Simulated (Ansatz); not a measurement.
`C=C[Si](F)(Cl)Cl` → `Cl[Si]Cl` + `C=CF` at 700 K and 1 bar (silylene formation by 1,1-elimination).

Calculated with Ansatz (gas phase, PBE0-D4/def2-TZVP geometries, no zero-point term in ΔE). CCSD(T)/CBS adds triple-zeta CCSD(T) − MP2 to the extrapolated MP2 energy (def2 sets, frozen cores). This one scheme is used for every species. One conformer a species, not always the lowest.

```tsv
species	CCSD(T)/CBS energy (Eh)	H − E (kJ/mol)	S (J/(mol·K))
`C=C[Si](F)(Cl)Cl`	-1386.50243	208.4	483.3
`Cl[Si]Cl`	-1208.69388	41.9	328.3
`C=CF`	-177.66469	155.1	309.1
```

H − E and S are ideal-gas, rigid-rotor, harmonic terms from PBE0-D4/def2-TZVP, for one conformer and one mirror image of each species. 1 Eh = 2625.50 kJ/mol, R = 8.31446 J/(mol·K).

Problem. By hand: ΔE, ΔH, ΔS and ΔG.

Solution. ΔE = (-1208.69388) + (-177.66469) − (-1386.50243) = 0.14386 Eh = 377.7 kJ/mol. Δ(H − E) = 41.9 + 155.1 − 208.4 = -11.4, so ΔH = 366.3 kJ/mol. ΔS = 328.3 + 309.1 − 483.3 = 154.1 J/(mol·K). ΔG = 366.3 − 700 × (154.1)/1000 = 258.4 kJ/mol.

Problem. By hand: the equilibrium constant, and the temperature at which ΔG would vanish if ΔH and ΔS stayed fixed.

Solution. log₁₀ K = −ΔG/(RT ln 10) = -19.3. ΔG = 0 at ΔH/ΔS = 2377 K.

The number of gas molecules changes by +1, which sets the sign of ΔS. A doubt of 5 kJ/mol in ΔE shifts log₁₀ K by 0.4 here. Other conformers and mirror images would add mixing entropy, several J/(mol·K) or more a flexible species. These are equilibria of isolated gas molecules and say nothing of rates. Largest T1 diagnostic: 0.013 (customary marks: 0.02 for closed shells, 0.045 for open ones).
